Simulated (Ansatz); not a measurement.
Molecule: sum formula H₃SiO₃, net charge 0, doublet state. It need not be the lowest isomer of its formula. SMILES: O[Si](O)O
Structure (B3LYP-D3(BJ)/def2-TZVP (Ansatz, a quantum-chemistry and plane-wave program) minimum search):
```
Si
O 1 1.6473
H 2 0.9617 1 117.64
O 1 1.6473 2 108.19 3 59.50
H 4 0.9617 1 117.64 2 176.49
O 1 1.6473 2 108.19 3 176.49
H 6 0.9617 1 117.64 2 59.50
```
Charge 0, spin multiplicity 2.

Wanted: vertical ionisation energy (to the singlet state of charge +1; each state is the SCF solution reached for its spin; the molecule has degenerate orbitals, so one determinant may break the symmetry), in eV. Valence correlation only, unless marked. Open shells are spin-unrestricted. No spin-orbit coupling. No relativistic terms. CBS marks a two-point X^-3 extrapolation of the correlation energy; Hartree-Fock from the larger set. The bracket is a focal-point correction in the basis named.

```tsv
level	program	vertical ionisation energy (eV)
SVWN5/def2-TZVPD	Ansatz	8.09
PBE0/def2-TZVPD	Ansatz	8.29
CAM-B3LYP/def2-TZVPD	Ansatz	8.39
wB97M-V/def2-TZVPD	Ansatz	(withheld)
wB97X-V/def2-TZVPD	Ansatz	8.24
SCS-MP2/aug-cc-pV(T+d)Z	Ansatz	8.06
CCSD/aug-cc-pV(T+d)Z	Ansatz	(withheld)
RI-MP2/CBS(aug-cc-pV(T+d)Z,aug-cc-pV(Q+d)Z)+[CCSD(T)-MP2]/aug-cc-pV(T+d)Z	Ansatz	(withheld)
```

Task: What belongs in the gaps?

Result: 
- wB97M-V/def2-TZVPD, vertical ionisation energy (eV): 8.10
- CCSD/aug-cc-pV(T+d)Z, vertical ionisation energy (eV): 8.26
- RI-MP2/CBS(aug-cc-pV(T+d)Z,aug-cc-pV(Q+d)Z)+[CCSD(T)-MP2]/aug-cc-pV(T+d)Z, vertical ionisation energy (eV): 8.23
